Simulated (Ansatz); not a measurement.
Relaxation of ClH₃O₂Sn (7 atoms, charge 0, multiplicity 1), to a largest force component of 0.02 eV/Å in at most 40 steps.

These are results of Ansatz, RKS PBE0-D4/def2-SVP, not measurements.

```xyz
7
Properties=species:S:1:pos:R:3
Sn 0.000 0.000 0.000
O 0.000 0.000 1.960
H -0.909 -0.281 2.297
O 1.848 0.000 -0.653
H 2.165 -0.952 -0.769
Cl -1.135 1.967 -0.802
H -0.820 -1.420 -0.579
```

Q: Where does it end, and by what steps?

A: It converged. After 21 steps the energy has fallen by 0.331 eV; H5 moved furthest, 1.07 Å.

| step | energy less start (eV) | largest force component (eV/Å) | accepted |
| --- | --- | --- | --- |
| 0 | 0.0000 | 1.897 | yes |
| 1 | -0.1293 | 1.477 | yes |
| 2 | -0.1693 | 1.142 | yes |
| 3 | -0.2064 | 0.166 | yes |
| 4 | -0.2141 | 0.234 | yes |
| 5 | -0.2307 | 0.390 | yes |
| 6 | -0.2343 | 0.589 | yes |
| 7 | -0.2369 | 0.555 | yes |
| 8 | -0.1496 | 1.681 | no |
| 9 | -0.2639 | 0.198 | yes |
| 10 | -0.2796 | 0.190 | yes |
| 11 | -0.3005 | 0.163 | yes |
| 12 | -0.2950 | 0.390 | no |
| 13 | -0.3107 | 0.124 | yes |
| 14 | -0.3139 | 0.350 | yes |
| 15 | -0.3124 | 0.352 | no |
| 16 | -0.3244 | 0.121 | yes |
| 17 | -0.3276 | 0.080 | yes |
| 18 | -0.3278 | 0.239 | yes |
| 19 | -0.3296 | 0.034 | yes |
| 20 | -0.3306 | 0.024 | yes |
| 21 | -0.3307 | 0.008 | yes |

```xyz
7
Properties=species:S:1:pos:R:3
Sn -0.170 -0.328 -0.132
O -0.165 -0.517 1.830
H -0.461 0.295 2.260
O 1.670 -0.529 -0.790
H 2.306 -0.016 -0.277
Cl -0.897 1.876 -0.501
H -1.133 -1.468 -0.937
```

Run time: 58 s on 2 threads of Arm Neoverse V1, on a shared host, peak memory 0.19 GiB.
